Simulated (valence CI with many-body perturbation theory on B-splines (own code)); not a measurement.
# Tb⁵⁷⁺: calculated level list

Calculated by configuration interaction combined with many-body perturbation theory (CI+MBPT): six valence electrons over a frozen Dirac-Fock core [He], radial functions for each j: 9 s, 9 p, 8 d, 6 f, 3 g, 1 h, with the one-electron correlation potential Σ1 (screened to all orders), the two-electron term Σ2, the three-electron term Σ3, Breit, model QED; selected single and double excitations, second order for the rest, scaled by the run's own slope (own B-spline code, finite nucleus).

The last digits are not significant, and no measured levels were compared; by estimate large intervals hold to a few tenths of a per cent, small ones and those within an open d or f shell to about a per cent. Among the levels kept, up to 2100 cm⁻¹ of a level comes from second order outside the variational space, and about a tenth of that is noise between levels of different J, which matters for small intervals.

Levels 1 to 45 of 61, with energies above the lowest level, (2s^2 2p1/2^2 2p3/2^2) J=2. "Leading %" is the weight of the configuration and term that name the level; weights of strongly mixed levels are sums over their largest components and can fall short, so below about 35 % the name and the second component can differ from the true leading terms, or belong to a minority configuration. In the jj column 3d3/2^4 stands for four electrons in 3d with j = 3/2. Lifetimes count E1, E2, E3, M1 and M2 decay at the calculated energies, and are blank where another channel may lead or the interval is too uncertain; long ones can be off by a factor of two.

```tsv
No.	Configuration	Term	J	E (× 10³ cm⁻¹)	Leading %	Second component	Leading jj	Lifetime
1	2s2 2p4	3P	2	0.00	69	31 % 2s2 2p4 1D	2s^2 2p1/2^2 2p3/2^2 (100 %)	
2	2s2 2p4	1S	0	404.50	64	36 % 2s2 2p4 3P	2s^2 2p1/2^2 2p3/2^2 (100 %)	17.8 ms
3	2s2 2p4	3P	1	6229.0	100		2s^2 2p1/2 2p3/2^3 (100 %)	205 ps
4	2s2 2p4	1D	2	6376.1	69	31 % 2s2 2p4 3P	2s^2 2p1/2 2p3/2^3 (100 %)	454 ps
5	2s 2p5	3P°	2	8938.3	100		2s 2p1/2^2 2p3/2^3 (100 %)	312 fs
6	2s 2p5	1P°	1	9500.9	60	40 % 2s 2p5 3P°	2s 2p1/2^2 2p3/2^3 (100 %)	124 fs
7	2s2 2p4	3P	0	12759	64	35 % 2s2 2p4 1S	2s^2 2p3/2^4 (99 %)	67.2 ps
8	2s 2p5	3P°	0	15247	100		2s 2p1/2 2p3/2^4 (100 %)	160 fs
9	2s 2p5	3P°	1	15531	60	40 % 2s 2p5 1P°	2s 2p1/2 2p3/2^4 (100 %)	140 fs
10	2p6	1S	0	18719	99		2p1/2^2 2p3/2^4 (99 %)	77.3 fs
11	2s2 2p3 3s	3P°	2	53314	48	25 % 2s2 2p3 3s 5S°	2s^2 2p1/2^2 2p3/2 3s (100 %)	16.8 fs
12	2s2 2p3 3s	1P°	1	53377	32	27 % 2s2 2p3 3s 3D°	2s^2 2p1/2^2 2p3/2 3s (100 %)	7.10 fs
13	2s2 2p3 3p	3P	1	54119	32	21 % 2s2 2p3 3p 5P	2s^2 2p1/2^2 2p3/2 3p1/2 (100 %)	1.44 ps
14	2s2 2p3 3p	3D	2	54133	25	21 % 2s2 2p3 3p 3P	2s^2 2p1/2^2 2p3/2 3p1/2 (100 %)	919 fs
15	2s2 2p3 3p	3D	3	55897	50	25 % 2s2 2p3 3p 5P	2s^2 2p1/2^2 2p3/2 3p3/2 (100 %)	1.03 ps
16	2s2 2p3 3p	3P	1	55899	35	26 % 2s2 2p3 3p 1P	2s^2 2p1/2^2 2p3/2 3p3/2 (100 %)	985 fs
17	2s2 2p3 3p	3P	2	56094	44	17 % 2s2 2p3 3p 1D	2s^2 2p1/2^2 2p3/2 3p3/2 (99 %)	1.11 ps
18	2s2 2p3 3p	3P	0	56272	71	29 % 2s2 2p3 3p 1S	2s^2 2p1/2^2 2p3/2 3p3/2 (100 %)	421 fs
19	2s2 2p3 3d	3D°	2	56732	33	20 % 2s2 2p3 3d 3F°	2s^2 2p1/2^2 2p3/2 3d3/2 (99 %)	15.3 fs
20	2s2 2p3 3d	3F°	3	56790	27	20 % 2s2 2p3 3d 3G°	2s^2 2p1/2^2 2p3/2 3d3/2 (98 %)	131 fs
21	2s2 2p3 3d	3D°	1	56814	34	28 % 2s2 2p3 3d 3P°	2s^2 2p1/2^2 2p3/2 3d3/2 (99 %)	4.42 fs
22	2s2 2p3 3d	3P°	0	56833	63	26 % 2s2 2p3 3d 5D°	2s^2 2p1/2^2 2p3/2 3d3/2 (100 %)	2.18 ps
23	2s2 2p3 3d	3F°	4	57206	50	25 % 2s2 2p3 3d 5D°	2s^2 2p1/2^2 2p3/2 3d5/2 (100 %)	13.1 ps
24	2s2 2p3 3d	3D°	2	57287	34	22 % 2s2 2p3 3d 3P°	2s^2 2p1/2^2 2p3/2 3d5/2 (99 %)	1.69 fs
25	2s2 2p3 3d	3D°	3	57401	47	18 % 2s2 2p3 3d 1F°	2s^2 2p1/2^2 2p3/2 3d5/2 (97 %)	764 as
26	2s2 2p3 3d	3D°	1	57482	34	28 % 2s2 2p3 3d 1P°	2s^2 2p1/2^2 2p3/2 3d5/2 (99 %)	1.15 fs
27	2s2 2p3 3s	5S°	2	59413	54	34 % 2s2 2p3 3s 3D°	2s^2 2p1/2 2p3/2^2 3s (100 %)	28.4 fs
28	2s2 2p3 3s	3S°	1	59496	55	44 % 2s2 2p3 3s 3D°	2s^2 2p1/2 2p3/2^2 3s (100 %)	6.49 fs
29	2s2 2p3 3s	3D°	3	59604	100		2s^2 2p1/2 2p3/2^2 3s (100 %)	23.8 fs
30	2s2 2p3 3s	1D°	2	59661	66	33 % 2s2 2p3 3s 3D°	2s^2 2p1/2 2p3/2^2 3s (100 %)	7.24 fs
31	2s2 2p3 3s	3P°	0	59947	100		2s^2 2p1/2 2p3/2^2 3s (100 %)	15.9 fs
32	2s2 2p3 3s	3P°	1	59973	66	33 % 2s2 2p3 3s 1P°	2s^2 2p1/2 2p3/2^2 3s (100 %)	11.5 fs
33	2s2 2p3 3p	5P	1	60200	46	22 % 2s2 2p3 3p 3D	2s^2 2p1/2 2p3/2^2 3p1/2 (100 %)	2.77 ps
34	2s2 2p3 3p	3F	2	60264	34	22 % 2s2 2p3 3p 3P	2s^2 2p1/2 2p3/2^2 3p1/2 (100 %)	1.59 ps
35	2s2 2p3 3p	3F	3	60398	44	32 % 2s2 2p3 3p 1F	2s^2 2p1/2 2p3/2^2 3p1/2 (100 %)	1.15 ps
36	2s2 2p3 3p	3P	2	60651	51	21 % 2s2 2p3 3p 1D	2s^2 2p1/2 2p3/2^2 3p1/2 (99 %)	618 fs
37	2s2 2p3 3p	3D	1	60728	73	22 % 2s2 2p3 3p 1P	2s^2 2p1/2 2p3/2^2 3p1/2 (99 %)	1.23 ps
38	2s2 2p3 3p	3P	0	61044	64	35 % 2s2 2p3 3p 1S	2s^2 2p1/2 2p3/2^2 3p1/2 (99 %)	654 fs
39	2s 2p4 3s	5P	3	61673	61	24 % 2s 2p4 3s 3D	2s 2p1/2^2 2p3/2^2 3s (85 %)	57.1 fs
40	2s 2p4 3s	3P	2	61869	40	14 % 2s 2p4 3s 3D	2s 2p1/2^2 2p3/2^2 3s (70 %)	11.7 fs
41	2s2 2p3 3p	3P	0	62007	100		2s^2 2p1/2 2p3/2^2 3p3/2 (99 %)	860 fs
42	2s2 2p3 3p	5P	3	62034	48	24 % 2s2 2p3 3p 1F	2s^2 2p1/2 2p3/2^2 3p3/2 (90 %)	350 fs
43	2s2 2p3 3p	3D	2	62054	19	19 % 2s 2p4 3s 3P	2s^2 2p1/2 2p3/2^2 3p3/2 (70 %)	27.6 fs
44	2s2 2p3 3p	1P	1	62114	50	26 % 2s2 2p3 3p 3D	2s^2 2p1/2 2p3/2^2 3p3/2 (96 %)	239 fs
45	2s2 2p3 3p	3F	4	62179	100		2s^2 2p1/2 2p3/2^2 3p3/2 (100 %)	806 fs
```

The ionisation energy to 2s2 2p3 2P°_3/2 of the next ion comes out as 12272 eV (NIST: 12272 ± 6 eV (theoretical)). All 61 levels together are meant to be complete up to 63077 × 10³ cm⁻¹.
